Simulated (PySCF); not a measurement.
# Computed records: CH₅GeN

All values are calculated (PySCF 2.14.0). Calculation on a computer-drawn molecule: the log of a Hartree-Fock and frozen-core CCSD(T) single point meant for a local Hartree-Fock minimum, with one planted fault or none, to be diagnosed. Offsets are logged minus clean, where the clean run is the same molecule without the fault. The reference is restricted for singlets and unrestricted otherwise, and also for a bond in bohr or an excited solution. Adding or removing an electron swaps singlet and doublet. The excited solution moves the top pair (singlet) or top alpha electron (doublet) to the lowest empty orbital. Highest occupied and lowest empty are orbital energies over both spins, largest force is the largest gradient component, triples share is (T) over the correlation energy, the T1 limit is 0.02 restricted and 0.045 unrestricted, electrons count all cores, a negative frequency is imaginary (commonest isotopes), and the dipole is about the centre of nuclear charge; on germanium a core potential holds 10 electrons, which the energies leave out, and 3d is frozen in MP2 and coupled-cluster steps.

Common to all runs: meant charge 0; meant multiplicity 1; meant basis cc-pVDZ; meant basis and core potential on germanium cc-pVDZ-PP ECP10MDF; logged electrons 50; logged basis functions 76; logged SCF converged yes; logged CC converged yes; logged SCF stable within its kind yes; possible faults no fault, one electron removed, one electron added, multiplicity raised by two, geometry at a saddle point, SCF held on an excited solution, minimal basis STO-3G, one bond length entered in bohr, all coordinates scaled.

(1) CH₅GeN

Logged structure:
```xyz
8
CH5GeN
C      1.7523     0.2289     0.7555
Ge     0.4450     0.9730    -0.1485
N     -0.8626     2.0161     0.5504
H      1.8440     0.3282     1.8292
H      2.5301    -0.3132     0.2344
H      0.2440     0.8740    -1.6498
H     -1.7675     1.9426     0.1221
H     -0.9575     2.0049     1.5499
```

| Quantity | Value |
| --- | --- |
| logged spin squared | 2.0264 |
| logged highest occupied | -4.8763 eV |
| logged lowest empty | 1.3007 eV |
| logged largest force | 0.087064 hartree/bohr |
| logged T1 diagnostic | 0.016813 |
| logged D1 diagnostic | 0.083024 |
| logged triples share | 0.025234 |
| logged dipole magnitude | 1.6888 debye |
| logged energy HF | -388.4695 hartree |
| logged energy CCSD(T) | -388.89205 hartree |
| planted fault | multiplicity raised by two |
| HF energy offset from clean run | 50.03 kcal/mol |
| CCSD(T) energy offset from clean run | 72.46 kcal/mol |

Drawn bonds:
```tsv
atom	other atom	order
1	2	2
2	3	1
1	4	1
1	5	1
2	6	1
3	7	1
3	8	1
```

(2) CH₅GeN

Logged structure:
```xyz
8
CH5GeN
C     -1.5933    -0.2935     0.0000
Ge    -0.0492     0.5407     0.0000
N      1.5642    -0.2425     0.0000
H     -2.5103     0.2802     0.0000
H     -1.6719    -1.3724     0.0000
H      0.1485     2.0456     0.0000
H      2.4184     0.2755     0.0000
H      1.6935    -1.2337     0.0000
```

| Quantity | Value |
| --- | --- |
| logged spin squared | 0 |
| logged highest occupied | -7.6861 eV |
| logged lowest empty | 3.3248 eV |
| logged largest force | 2.344e-05 hartree/bohr |
| logged lowest frequency | -354.29 cm⁻¹ |
| logged T1 diagnostic | 0.014092 |
| logged D1 diagnostic | 0.046444 |
| logged triples share | 0.030824 |
| logged dipole magnitude | 2.3599 debye |
| logged energy HF | -388.54815 hartree |
| logged energy CCSD(T) | -389.00492 hartree |
| planted fault | geometry at a saddle point |
| HF energy offset from clean run | 0.672 kcal/mol |
| CCSD(T) energy offset from clean run | 1.635 kcal/mol |

Drawn bonds:
```tsv
atom	other atom	order
1	2	2
2	3	1
1	4	1
1	5	1
2	6	1
3	7	1
3	8	1
```
